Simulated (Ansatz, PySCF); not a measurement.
C3H5NOSi, SMILES O[Si@@H]1C=CC=N1. Atoms are numbered in the order given.

```xyz
11

O      2.1430     0.0348     0.3833
Si     0.7150     0.1719    -0.4521
C     -0.6444     1.2359     0.3215
C     -1.6994     0.4061     0.4467
C     -1.4228    -1.0068    -0.0047
N     -0.2676    -1.3221    -0.4554
H      2.1033    -0.3436     1.2697
H      1.0944     0.5818    -1.8229
H     -0.6872     2.2911     0.5994
H     -2.6863     0.6827     0.8343
H     -2.2345    -1.7538     0.0664
```

Coordinates come from a B3LYP-D3(BJ)/def2-SVP optimisation. The structure was generated by enumeration; whether it is a known compound was not checked. The values are those of a single conformer.

Two levels are set side by side: PBE-D3(BJ)/def2-SVP (Ansatz, an electronic-structure program) and B3LYP-D3(BJ)/def2-SVP (Ansatz). Each level has its own optimised geometry; the coordinates shown are those of the second. Frequencies come from the Hessian of PySCF at each geometry. Differences are taken from unrounded values.

```json
[
 {"quantity": "mean bond length (Å)", "B3LYP-D3(BJ)": "1.383"},
 {"quantity": "bond O1–Si2 (Å)", "B3LYP-D3(BJ)": "1.660"},
 {"quantity": "bond Si2–C3 (Å)", "B3LYP-D3(BJ)": "1.892"},
 {"quantity": "bond Si2–N6 (Å)", "B3LYP-D3(BJ)": "1.788"},
 {"quantity": "bond C3–C4 (Å)", "B3LYP-D3(BJ)": "1.348"},
 {"quantity": "bond C4–C5 (Å)", "B3LYP-D3(BJ)": "1.509"},
 {"quantity": "bond C5–N6 (Å)", "B3LYP-D3(BJ)": "1.279"},
 {"quantity": "bond O1–H7 (Å)", "B3LYP-D3(BJ)": "0.965"},
 {"quantity": "bond Si2–H8 (Å)", "B3LYP-D3(BJ)": "1.480"},
 {"quantity": "bond C3–H9 (Å)", "B3LYP-D3(BJ)": "1.092"},
 {"quantity": "bond C4–H10 (Å)", "B3LYP-D3(BJ)": "1.096"},
 {"quantity": "bond C5–H11 (Å)", "B3LYP-D3(BJ)": "1.105"},
 {"quantity": "highest harmonic wavenumber (cm⁻¹)", "B3LYP-D3(BJ)": "3873"},
 {"quantity": "mean harmonic wavenumber (cm⁻¹)", "B3LYP-D3(BJ)": "1250"},
 {"quantity": "zero-point energy (kcal/mol)", "B3LYP-D3(BJ)": "48.27"}
]
```

Q: What does PBE-D3(BJ) give, and how far is it from B3LYP-D3(BJ)? (The exact figures need the calculation; the answer reports its results.)

A: 
```tsv
quantity	PBE-D3(BJ)	PBE-D3(BJ) minus B3LYP-D3(BJ)
mean bond length (Å)	1.392	0.009
bond O1–Si2 (Å)	1.674	0.014
bond Si2–C3 (Å)	1.896	0.005
bond Si2–N6 (Å)	1.800	0.012
bond C3–C4 (Å)	1.358	0.009
bond C4–C5 (Å)	1.508	-0.001
bond C5–N6 (Å)	1.291	0.011
bond O1–H7 (Å)	0.973	0.009
bond Si2–H8 (Å)	1.495	0.015
bond C3–H9 (Å)	1.100	0.008
bond C4–H10 (Å)	1.104	0.009
bond C5–H11 (Å)	1.115	0.009
highest harmonic wavenumber (cm⁻¹)	3764	-109
mean harmonic wavenumber (cm⁻¹)	1214	-37
zero-point energy (kcal/mol)	46.84	-1.42
```

GGA bonds tend to be longer and softer than those of functionals with exact exchange. Differences between two approximate levels are no errors against the true value.
